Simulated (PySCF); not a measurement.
**Electron correlation in Ni³⁺ (nickel, charge +3)**

[Ar] 3d7, high-spin 4F determinant. All numbers are calculated (PySCF 2.14, the spin-free X2C one-electron Hamiltonian (Gaussian nucleus), in x2c-TZVPPall with one added diffuse shell each of s, p, d, f type (7s6p5d3f1g, 80 functions)). Frozen: [Ar]; 7 electrons correlated.

```csv
level,correlation energy (mhartree)
CCSD,-167.87
(T),-2.08
CCSD(T),-169.95
```

Diagnostics: T1 = 0.0038, D1 = 0.0057, largest double amplitude 0.014.

Cost of the coupled-cluster step: roughly 8 core-seconds, for 7 correlated electrons.
